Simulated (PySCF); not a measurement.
System: sum formula BN2H4, net charge -1, singlet state. It need not be the lowest isomer of its formula. Whether it binds its extra electron was not tested at this geometry. SMILES: [NH-]BN
Coordinates optimised at B3LYP-D3(BJ)/def2-TZVP (Ansatz):
```xyz
7

B     -0.1946    -0.0615     0.4204
N     -1.2061     0.2588    -0.4484
N      1.2147    -0.2478    -0.0388
H     -0.2938    -0.2577     1.6413
H     -2.1120     0.2886     0.0156
H      1.9345     0.0477     0.6065
H      1.3842     0.1517    -0.9551
```
Charge -1, spin multiplicity 1.

Dispersion corrections to the total energy (kcal/mol) from the dftd3 and dftd4 libraries through PySCF: D3(BJ) without and D4 with the three-body term, each with the damping fitted for the functional named.

```tsv
functional	D3(BJ)	D4
BLYP	?	-5.22
HSE06	-1.18	-1.70
BP86	-2.99	-2.87
TPSS	-2.50	?
BHLYP	-2.61	-2.44
r2SCAN	-0.53	-0.54
LC-wPBE	-1.77	?
```

Some entries are withheld; supply them.


- BLYP, D3(BJ): -4.26
- TPSS, D4: -3.07
- LC-wPBE, D4: -2.49
